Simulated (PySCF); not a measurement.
Worked example: oscillator strength and radiative lifetime

Sn(F)2(OH)(OEt) (C2H6F2O2Sn), SMILES CC[O][Sn]([OH])([F])[F].

The structure is a stationary point at PBE0-D3(BJ)/def2-SVP. The def2 effective core potentials stand for the cores of Sn; spin–orbit coupling is left out. Other conformers were not sampled.

TDA-B3LYP/def2-SVPD (PySCF) puts the first singlet state with f over 0.02 at 5.37 eV (vertical), with the transition dipole (0.796, -0.325, -0.179) in atomic units.

Q: Find the oscillator strength, the wavelength and the radiative lifetime that this transition would have in vacuum if emission retraced absorption.

A: 
|μ|² = 0.7713 au, so |μ| = 2.23 D. ΔE = 5.37/27.211 = 0.1973 hartree. f = (2/3) ΔE |μ|² = 0.101 (the program prints 0.101).
λ = 1239.84/5.37 = 231 nm; ν = 43312 cm⁻¹.
Einstein's coefficient A = 0.6670 ν² f s⁻¹ (ν in cm⁻¹) = 1.3e8 s⁻¹, so τ = 1/A = 7.9 ns. This state is S2; the lower singlet has f = 0.004. The figure is the radiative limit of this one transition; relaxation, internal conversion, crossing to triplets and a medium change what is measured.
